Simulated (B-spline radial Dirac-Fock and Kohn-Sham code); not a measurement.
These are calculated numbers from an atomic code on a B-spline grid; the model is ΔSCF Dirac-Fock with Breit, self-energy and vacuum polarisation, finite nucleus, configuration average. Free neutral atoms.

Problem. Order these X-ray lines by photon energy, lowest first.
A. Ce Lγ5
B. Pm Lβ2
C. Lu Lα1
D. Nd Lα2
E. Hf Lγ1
F. Ge Kβ1

Solution. D (5208.5 eV), A (5865.0 eV), B (6333.3 eV), C (7655.1 eV), E (10512.8 eV), F (10979.4 eV).
